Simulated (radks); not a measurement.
Results of a calculation; reference values are marked as such.
Problem. Tb III, 63 electrons, occupied as [Xe] 4f9 (the NIST ground configuration). Level of theory: Dirac Kohn-Sham, BP86, spin-unpolarised, spherical densities, finite nucleus; open shells are shared between the two j in proportion to 2j + 1; Fermi nuclear charge, rms radius 5.06 fm (a radial shooting solver on a logarithmic mesh with Libxc functionals). Some entries of the table are withheld. Estimate them.

orbital,occ.,eigenvalue (eV),r(max) (bohr)
1s1/2,2,-51816.88,0.01364
2s1/2,2,-8596.701,0.07766
2p1/2,2,(1),0.05858
2p3/2,4,(2),0.06451
3s1/2,2,-1917.404,0.2200
3p1/2,2,-1732.114,(3)
3p3/2,4,-1577.943,(4)
3d3/2,4,-1258.368,0.1743
3d5/2,6,-1224.736,0.1778
4s1/2,2,-390.7491,0.5051
4p1/2,2,-318.1318,0.5088
4p3/2,4,-283.8134,0.5354
4d3/2,4,-164.1876,0.5420
4d5/2,6,-157.9920,0.5507
5s1/2,2,-61.4201,(5)
5p1/2,2,-41.8955,1.293
5p3/2,4,-37.4781,1.375
4f5/2,3.85714,-17.3294,0.5528
4f7/2,5.14286,-16.5408,0.5581
6s1/2,0,-14.0233,(6)
5d3/2,0,-13.7337,1.919
5d5/2,0,-13.4055,1.962

Solution. 
(1) 2p1/2 eigenvalue (eV): -8171.098
(2) 2p3/2 eigenvalue (eV): -7424.219
(3) 3p1/2 r(max) (bohr): 0.2073
(4) 3p3/2 r(max) (bohr): 0.2197
(5) 5s1/2 r(max) (bohr): 1.183
(6) 6s1/2 r(max) (bohr): 3.042
